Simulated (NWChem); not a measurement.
C2H4FNSi; SMILES F[Si@H]1C=NC1

Results from NWChem. Pople sets run with spherical d functions. Each level has its own optimisation; frequencies are unscaled. Brackets give each atom's bonded neighbours. One conformer.

```tsv
level	r F–Si (Å)	r C–Si [C(HNSi)–Si(CCFH)] (Å)	r C–Si [C(HHNSi)–Si(CCFH)] (Å)	r H–Si (Å)	highest harmonic frequency (cm⁻¹)	lowest (cm⁻¹)	zero-point energy (kcal/mol)	dipole (D)
B3LYP/6-31G*	1.617	1.873	1.902	1.490	3161	145	37.5	0.84
Hartree-Fock/STO-3G	1.612	1.838	1.870	1.426	3716	196	44.8	2.16
PBE0/def2-SVP	1.627	1.870	1.892	1.492	3171	137	37.4	0.82
```
